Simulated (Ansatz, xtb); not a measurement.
# H2S2Se: which of two isomers lies lower

We compare a, `S[Se]S`, a singlet, with b, `SS[SeH]`, a singlet. Both are isolated molecules in the gas phase, relaxed with PBE0-D4/def2-TZVP; the shapes shown needn't be the lowest conformers.

a (Å):

```json
{"atom": "S", "x (Å)": "0.2483", "y (Å)": "-2.0585", "z (Å)": "0.2268"}
{"atom": "S", "x (Å)": "0.3476", "y (Å)": "1.3799", "z (Å)": "0.7638"}
{"atom": "Se", "x (Å)": "-0.8260", "y (Å)": "-0.4164", "z (Å)": "1.1968"}
{"atom": "H", "x (Å)": "-0.3636", "y (Å)": "-1.9903", "z (Å)": "-0.9697"}
{"atom": "H", "x (Å)": "-0.2566", "y (Å)": "1.7142", "z (Å)": "-0.3912"}
```

b (Å):

```tsv
atom	x (Å)	y (Å)	z (Å)
S	1.0953	1.6446	-3.7966
S	-0.0083	2.4182	-2.2630
Se	-0.4177	0.7995	-0.8379
H	0.0810	1.2571	-4.5945
H	-1.6776	0.3479	-1.4563
```

Q: Estimate which is lower in electronic energy at CCSD(T)/def2-TZVPP, and by roughly how much.

A: The CCSD(T)/def2-TZVPP calculation puts structure a lower, by 24.8 kJ/mol.

How the difference moves with the method:

| level | geometry | E(b) − E(a) (kJ/mol) | departure from the last row (kJ/mol) | job, with rough time for the two |
| --- | --- | --- | --- | --- |
| GFN2-xTB | GFN2-xTB | +41.7 | +16.8 | optimisation, 0.62 s |
| HF/STO-3G | GFN2-xTB | +31.2 | +6.4 | single point, 1.8 s |
| r2SCAN-D4/def2-SVP | GFN2-xTB | +27.3 | +2.4 | single point, 6.9 s |
| PBE0-D4/def2-TZVP | PBE0-D4/def2-TZVP | +22.2 | −2.7 | optimisation, 72 s |
| HF/def2-TZVPP | PBE0-D4/def2-TZVP | +26.2 | +1.4 | part of the CCSD(T) run |
| MP2/def2-TZVPP | PBE0-D4/def2-TZVP | +24.7 | −0.1 | part of the CCSD(T) run |
| CCSD(T)/def2-TZVPP | PBE0-D4/def2-TZVP | +24.8 |  | single point, 2.5 min |

As drawn, b has 1 S–S, 1 Se–H in place of 1 S–Se, 1 S–H.

None of the levels shown reverses the order. The largest departure from CCSD(T)/def2-TZVPP is that of GFN2-xTB, 16.8 kJ/mol.

With harmonic frequencies from PBE0-D4/def2-TZVP (ideal gas, rigid rotor, one conformer each, 298.15 K, 1 atm): the zero-point term adds −1.4 kJ/mol; ΔH is +23.3 and ΔG +23.4 kJ/mol.

The correlated steps freeze 19 core orbitals; the filled d shell of Se is correlated, in a basis made for valence electrons. Mirror images aren't counted in ΔG. Codes used: Ansatz 0.2.0, xtb 6.7.1; the last row on 2 threads of AMD EPYC (Zen 3) on a shared host.
